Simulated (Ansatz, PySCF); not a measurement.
System: sum formula SOF (charge 0, doublet). It need not be the lowest isomer of its formula. 
Geometry from a B3LYP-D3(BJ)/def2-TZVP (Ansatz, a program for electronic structure) optimisation:
```
S
O 1 1.4576
F 1 1.6228 2 108.23
```
Charge 0, spin multiplicity 2.

Dipole moments at this geometry, in debye (magnitudes).

```json
[
 {"level": "PBE/def2-TZVPD", "program": "Ansatz", "dipole (D)": "1.51"},
 {"level": "revPBE/def2-TZVPD", "program": "Ansatz", "dipole (D)": "1.49"},
 {"level": "BP86/def2-TZVPD", "program": "PySCF", "dipole (D)": "1.52"},
 {"level": "TPSS/def2-TZVPD", "program": "PySCF", "dipole (D)": "1.52"},
 {"level": "M06-L/def2-TZVPD", "program": "PySCF", "dipole (D)": "1.51"},
 {"level": "r2SCAN/def2-TZVPD", "program": "Ansatz", "dipole (D)": "1.56"},
 {"level": "B3LYP/def2-TZVPD", "program": "Ansatz", "dipole (D)": "1.71"},
 {"level": "PBE0/def2-TZVPD", "program": "Ansatz", "dipole (D)": "1.67"},
 {"level": "TPSSh/def2-TZVPD", "program": "PySCF", "dipole (D)": "1.58"},
 {"level": "r2SCANh/def2-TZVPD", "program": "Ansatz", "dipole (D)": "1.62"},
 {"level": "r2SCAN0/def2-TZVPD", "program": "Ansatz", "dipole (D)": "1.70"},
 {"level": "M06-2X/def2-TZVPD", "program": "PySCF", "dipole (D)": "1.81"},
 {"level": "LC-wPBE/def2-TZVPD", "program": "Ansatz", "dipole (D)": "1.76"},
 {"level": "CCSD(T)/aug-cc-pV(D+d)Z", "program": "Ansatz", "dipole (D)": "___"}
]
```

Q: Fill in the missing entries.

A: 
- CCSD(T)/aug-cc-pV(D+d)Z, dipole (D): 1.73
